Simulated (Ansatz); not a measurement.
Ansatz (a quantum-chemistry and plane-wave program) job for OZn, SMILES [O]=[Zn], PBE0-D3(BJ)/def2-TZVPD. 

Ansatz 0.2 input:
```yaml
crystal:
  periodic: [false, false, false]
  atoms:
    - {symbol: Zn, position_ang: [0.00000000, 0.00000000, -0.33834697]}
    - {symbol: O, position_ang: [0.00000000, 0.00000000, 1.26880113]}
basis:
  gaussian:
    orbitals: def2-TZVPD
hamiltonian:
  xc: pbe0
  dispersion: d3bj
relax: {f_tol: 0.002, max_steps: 200}
```

Log of the run:

```
WARN ansatz: RAYON_NUM_THREADS=1 ignored (pool sized by the plan → 1); use --threads N
Functional definition: PBE0
integrals: 0.02 GiB planned
721 factors; their error is unknown
mean field: 0.25 GiB planned
mean field evaluation 1: about -50441.2424 eV, gradient 8.6e1 eV
mean field evaluation 2: about -50244.9665 eV, gradient 2.1e2 eV
mean field evaluation 4: about -50453.1546 eV, gradient 5.1e1 eV
mean field evaluation 8: about -50455.2927 eV, gradient 3.1e-1 eV
mean field evaluation 16: about -50455.3980 eV, gradient 7.4e-5 eV
mean field -50455.39797593 eV, -1854.2016757184 hartree, gradient 7.4e-5 eV, S^2 0.000000; 0 other end points of the search recorded, 0 dependent functions left out
the calculation of the forces begins
reference -50455.39800530 eV, -1854.2016767977 hartree; 19, 19 occupied and 72, 72 virtual orbitals, 721 factors
relax step   1: F+E_penalty+E_count = -50455.41173992 eV  Δ(F+E_penalty+E_count) = +0.000e0 eV  max|allowed force component| = 3.292e0 eV/Å  Δτ_max = 0.0000 Å  (33 SCF iters, accepted)
these checks for a lower state are left out or cut short: starts, cluster_reference, orbital_swaps, neighbouring_geometries, increment
integrals: 0.02 GiB planned
721 factors; their error is unknown
mean field: 0.25 GiB planned
mean field -50455.49454124 eV, -1854.2052244282 hartree, gradient 2.4e-5 eV, S^2 0.000000; 0 other end points of the search recorded, 0 dependent functions left out
the calculation of the forces begins
reference -50455.49457038 eV, -1854.2052254988 hartree; 19, 19 occupied and 72, 72 virtual orbitals, 721 factors
relax step   2: F+E_penalty+E_count = -50455.50831194 eV  Δ(F+E_penalty+E_count) = -9.657e-2 eV  max|allowed force component| = 1.703e0 eV/Å  Δτ_max = 0.0196 Å  (33 SCF iters, accepted)
these checks for a lower state are left out or cut short: starts, cluster_reference, orbital_swaps, neighbouring_geometries, increment
integrals: 0.02 GiB planned
721 factors; their error is unknown
mean field: 0.25 GiB planned
mean field evaluation 32: about -50455.5373 eV, gradient 2.4e-5 eV
mean field -50455.53726524 eV, -1854.2067945062 hartree, gradient 2.4e-5 eV, S^2 0.000000; 0 other end points of the search recorded, 0 dependent functions left out
the calculation of the forces begins
reference -50455.53729409 eV, -1854.2067955662 hartree; 19, 19 occupied and 72, 72 virtual orbitals, 721 factors
relax step   3: F+E_penalty+E_count = -50455.55105266 eV  Δ(F+E_penalty+E_count) = -4.274e-2 eV  max|allowed force component| = 2.624e-1 eV/Å  Δτ_max = 0.0225 Å  (33 SCF iters, accepted)
these checks for a lower state are left out or cut short: starts, cluster_reference, orbital_swaps, neighbouring_geometries, increment
integrals: 0.02 GiB planned
721 factors; their error is unknown
mean field: 0.25 GiB planned
mean field -50455.53850189 eV, -1854.2068399522 hartree, gradient 1.5e-5 eV, S^2 0.000000; 0 other end points of the search recorded, 0 dependent functions left out
the calculation of the forces begins
reference -50455.53853068 eV, -1854.2068410100 hartree; 19, 19 occupied and 72, 72 virtual orbitals, 721 factors
relax step   4: F+E_penalty+E_count = -50455.55229424 eV  Δ(F+E_penalty+E_count) = -1.242e-3 eV  max|allowed force component| = 1.888e-2 eV/Å  Δτ_max = 0.0044 Å  (35 SCF iters, accepted)
these checks for a lower state are left out or cut short: starts, cluster_reference, orbital_swaps, neighbouring_geometries, increment
integrals: 0.02 GiB planned
721 factors; their error is unknown
mean field: 0.24 GiB planned
mean field -50455.53850817 eV, -1854.2068401830 hartree, gradient 6.7e-5 eV, S^2 0.000000; 0 other end points of the search recorded, 0 dependent functions left out
the calculation of the forces begins
reference -50455.53853695 eV, -1854.2068412406 hartree; 19, 19 occupied and 72, 72 virtual orbitals, 721 factors
relax step   5: F+E_penalty+E_count = -50455.55230092 eV  Δ(F+E_penalty+E_count) = -6.678e-6 eV  max|allowed force component| = 1.042e-3 eV/Å  Δτ_max = 0.0003 Å  (25 SCF iters, accepted)
integrals: 0.02 GiB planned
721 factors; their error is unknown
mean field: 0.24 GiB planned
mean field evaluation 64: about -50455.5385 eV, gradient 1.2e-2 eV
mean field -50455.53850817 eV, -1854.2068401830 hartree, gradient 6.7e-5 eV, S^2 0.000000; 1 other end points of the search recorded, 0 dependent functions left out
the calculation of the forces begins
reference -50455.53853695 eV, -1854.2068412406 hartree; 19, 19 occupied and 72, 72 virtual orbitals, 721 factors
Total energy: -50455.55232970 eV, -1854.2073481148 hartree
Atom 0 at     0.000000    -0.000000    -0.385140 Å, force    -0.000000     0.000000    -0.001042 eV/Å
Atom 1 at    -0.000000     0.000000     1.315594 Å, force     0.000000    -0.000000     0.001042 eV/Å
Dipole moment:     0.000000     0.000000    -1.249281 e Å
```

The calculation finished and met its thresholds.
